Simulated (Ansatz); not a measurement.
Wavefunction ladder for F$_{2}$HOY (`[OH][Y]([F])[F]`)

```tsv
atom	x (Å)	y (Å)	z (Å)
O1	0.999	-1.010	-0.081
Y2	-0.413	0.417	0.034
F3	-2.152	0.054	0.964
F4	-0.101	2.224	-0.782
H5	1.667	-1.686	-0.135
```

Total charge 0; spin multiplicity 1. Correlated methods include outer-core shells of Y, which these sets cover unevenly. Y: def2 effective core potential. Geometry: relaxed with PBE0-D4/def2-TZVP. It is one conformer, not always the lowest. Frozen core, restricted reference, Ansatz.

```
     basis     HF (Eh)  MP2 corr.  CCSD corr.       (T)  CCSD(T) total
  def2-SVP           ?   -0.74568           ?  -0.01502              ?
def2-TZVPP  -312.58427   -1.00766           ?  -0.03191              ?
def2-QZVPP           ?   -1.12872    -1.12368  -0.04008              ?
```

Fill in the withheld values. (Best estimate.)

Computed: def2-SVP HF (Eh): -312.22991; def2-SVP CCSD corr.: -0.75245; def2-SVP CCSD(T) total: -312.99738; def2-TZVPP CCSD corr.: -1.00554; def2-TZVPP CCSD(T) total: -313.62172; def2-QZVPP HF (Eh): -312.60279; def2-QZVPP CCSD(T) total: -313.76655.
